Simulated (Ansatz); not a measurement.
Geometry optimisation, Ansatz, RKS PBE-D4/6-31G*.

input.yaml

```yaml
crystal:
  periodic: [false, false, false]
  atoms:
    - { symbol: Si, position_ang: [0.0, 0.0, 0.0] }
    - { symbol: Si, position_ang: [0.0, 0.0, 2.22] }
    - { symbol: H, position_ang: [-1.3148, -0.4067, 2.7074] }
    - { symbol: H, position_ang: [1.0096, -0.9353, 2.7074] }
    - { symbol: H, position_ang: [0.3052, 1.342, 2.7074] }
    - { symbol: "N", position_ang: [1.7163, 0.0, -0.6061] }
    - { symbol: H, position_ang: [2.2145, -0.918, -0.7868] }
    - { symbol: H, position_ang: [2.2175, 0.918, -0.7783] }
    - { symbol: O, position_ang: [-0.7913, 1.3709, -0.5594] }
    - { symbol: H, position_ang: [-1.7491, 1.1401, -0.7818] }
    - { symbol: H, position_ang: [-0.6877, -1.1914, -0.4862] }
basis:
  gaussian: { orbitals: "6-31G*" }
hamiltonian:
  xc: pbe
  dispersion: d4
relax:
  f_tol: 0.02
  max_steps: 40
```

Launched with:

```bash
$ ansatz run input.yaml --threads 1 --pin off --max-ram 2048MiB --backend cpu --events-out ev --progress --plain --runs-dir out
```

Question: Where does it end, and by what steps?

Answer: The run converged. After 17 steps the energy has fallen by 0.678 eV; H10 moved furthest, 0.83 Å.

```csv
step,energy less start (eV),largest force component (eV/Å),accepted
0,0.0000,2.297,yes
1,-0.4052,1.243,yes
2,-0.4922,0.626,yes
3,-0.4727,1.119,no
4,-0.5273,0.198,yes
5,-0.5481,0.255,yes
6,-0.5472,1.364,no
7,-0.5722,0.289,yes
8,-0.5918,0.502,yes
9,-0.6180,0.375,yes
10,-0.6362,0.712,yes
11,-0.6664,0.426,yes
12,-0.6059,1.159,no
13,-0.6749,0.187,yes
14,-0.6753,0.221,yes
15,-0.6729,0.198,no
16,-0.6774,0.027,yes
17,-0.6776,0.006,yes
```

```xyz
11
Properties=species:S:1:pos:R:3
Si -0.048 -0.091 0.005
Si 0.008 0.014 2.349
H -1.343 -0.138 2.989
H 0.889 -1.088 2.872
H 0.602 1.315 2.814
N 1.488 0.165 -0.775
H 1.975 -0.629 -1.189
H 2.141 0.876 -0.448
O -1.163 1.100 -0.414
H -1.187 1.260 -1.379
H -0.441 -1.463 -0.482
```

Whether the end is a true minimum wasn't checked by a vibrational analysis.

Run time: 66 s on 1 thread of Arm Neoverse V1, on a shared host, peak memory 0.13 GiB.
